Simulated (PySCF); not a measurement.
**Computed properties of LiCl, SMILES [Li][Cl]**

LiCl, SMILES [Li][Cl]. Coordinates come from a PBE0-D3(BJ)/def2-TZVPD optimisation. One conformer was computed; it need not be the lowest. All values are computed for the isolated molecule unless a solvent is named; none is compared with measurement here.

**Structure.** The optimised structure has C∞v symmetry. All 1 harmonic modes at PBE0-D3(BJ)/def2-TZVPD (PySCF) are real, so it is a minimum.

**Vibrations.** The strongest infrared lines (harmonic, unscaled, degenerate partners summed) lie at 647 cm⁻¹ (129 km/mol, Li 84 %, Cl 16 %). The softest mode is at 647 cm⁻¹ and the zero-point energy is 0.9 kcal/mol.

**Electronic structure.** CAM-B3LYP/def2-TZVPD (PySCF) places the frontier levels at -8.58 and -1.02 eV, a gap of 7.56 eV, and gives a dipole moment of 7.02 D and a mean polarisability of 26.4 bohr³. PBE/def2-TZVPD (PySCF) at the same geometry gives -5.86 and -1.84 eV, so its gap is 3.54 eV narrower. An orbital gap is neither the optical nor the fundamental gap.

**Excitations.** TDDFT-CAM-B3LYP/def2-TZVPD (PySCF) has S1 at 4.80 eV (258 nm, f = 0.054, bright); the most intense of the 10 singlets computed lies at 6.87 eV (f = 0.11). Strengths of degenerate partners are summed. T1 (TDA) is at 4.76 eV. TDDFT-PBE/def2-TZVPD (PySCF) puts S1 at 3.98 eV. No vertical singlet excitation falls in the visible range (under 3.1 eV).
